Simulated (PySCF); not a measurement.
## A small calculation by hand: oscillator strength and radiative lifetime

In(H)2(NH2) (H4InN), SMILES [NH2][InH2].

Geometry optimised at PBE0-D3(BJ)/def2-TZVP. The def2 effective core potentials stand for the cores of In; spin–orbit coupling is left out.

PySCF with TDA-PBE0/def2-TZVPD puts the first singlet state with f over 0.02 at 5.21 eV (vertical), with the transition dipole (0.000, 0.000, -0.845) in atomic units.

Problem. Find the oscillator strength, the wavelength and the radiative lifetime that this transition would have in vacuum if emission retraced absorption.

Solution. 
|μ|² = 0.7140 au, so |μ| = 2.15 D. ΔE = 5.21/27.211 = 0.1915 hartree. f = (2/3) ΔE |μ|² = 0.091 (the program prints 0.091).
λ = 1239.84/5.21 = 238 nm; ν = 42021 cm⁻¹.
Einstein's coefficient A = 0.6670 ν² f s⁻¹ (ν in cm⁻¹) = 1.1e8 s⁻¹, so τ = 1/A = 9.3 ns. This state is S1. The figure is the radiative limit of this one transition; relaxation, internal conversion, crossing to triplets and a medium change what is measured.
